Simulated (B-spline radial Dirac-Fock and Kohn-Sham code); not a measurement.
ΔSCF core binding energies without Breit or QED terms, calculated with a B-spline atomic structure program.

A sound run for the I⁶⁺ ion, configuration [Kr] 4d10 5s1: The ground state converged in 10 iterations, with total energy -7107.76791 Ha, virial ratio 1.94342 and highest orbital energy -86.12 eV. ΔSCF binding energies: K (1s) 33373.7 eV, L3 (2p3/2) 4654.9 eV, M5 (3d5/2) 707.6 eV.

A second run, with one unsound setting: The ground state had not converged after 92 iterations, with total energy -7107.76570 Ha, virial ratio 1.94315 and highest orbital energy -85.98 eV. ΔSCF binding energies: K (1s) 33373.7 eV, L3 (2p3/2) 4654.9 eV, M5 (3d5/2) 707.6 eV (not all states converged, so these are not final).

```
iter   energy (Ha)        error
   1    -7083.90921809  1.79e+00
   2    -7102.60187599  7.35e-01
   3    -7103.01714596  7.03e-01
   4    -7103.39971586  6.73e-01
   5    -7103.75209313  6.46e-01
   6    -7104.07659892  6.21e-01
   7    -7104.37538151  5.97e-01
   8    -7104.65042867  5.74e-01
   9    -7104.90357934  5.52e-01
  17    -7106.31992167  3.99e-01
  25    -7107.04090555  2.85e-01
  33    -7107.40463808  2.03e-01
  41    -7107.58689470  1.44e-01
  49    -7107.67779972  1.02e-01
  57    -7107.72302511  7.25e-02
  65    -7107.74550761  5.14e-02
  73    -7107.75669277  3.64e-02
  81    -7107.76226913  2.58e-02
  89    -7107.76505829  1.83e-02
  92    -7107.76569850  1.61e-02
```

Q: Which fault fits the second run best?
A. damping too heavy
B. speed of light below Z
C. functional not served
D. overfilled shell

A: A. The input had damp = 0.97; ndamp = 100: damp is so close to 1 that the orbitals hardly move in each step.
